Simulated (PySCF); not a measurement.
Ligand exchange on a metal centre used in film growth or etching (Zn H-SH). Gas-phase values, no solvent. One relaxed conformer stands for each flexible species; it need not be the lowest.

The charge on the central atom (meta-Löwdin) from two functionals at the same geometries (PBE-D3(BJ)/def2-SVP), both in PySCF: PBE-D3(BJ)/def2-TZVP and TPSSh-D3(BJ)/def2-TZVP. 

```json
[
 {"species": "0 of 2 H replaced by SH", "PBE-D3(BJ)/def2-TZVP (e)": "0.83"},
 {"species": "1 of 2 H replaced by SH ([Zn(H)(SH)])", "PBE-D3(BJ)/def2-TZVP (e)": "0.92"},
 {"species": "2 of 2 H replaced by SH ([Zn(SH)2])", "PBE-D3(BJ)/def2-TZVP (e)": "1.05"}
]
```

Problem. What does TPSSh-D3(BJ)/def2-TZVP give for each?

Solution. 
- 0 of 2 H replaced by SH: 0.88
- 1 of 2 H replaced by SH ([Zn(H)(SH)]): 0.97
- 2 of 2 H replaced by SH ([Zn(SH)2]): 1.09
Over these rows, drawn at random from the members with no instability flagged (it was tested for open shells, ions and some series alone), PBE minus TPSSh-D3(BJ): mean -0.05 e, from -0.05 e to -0.04 e.
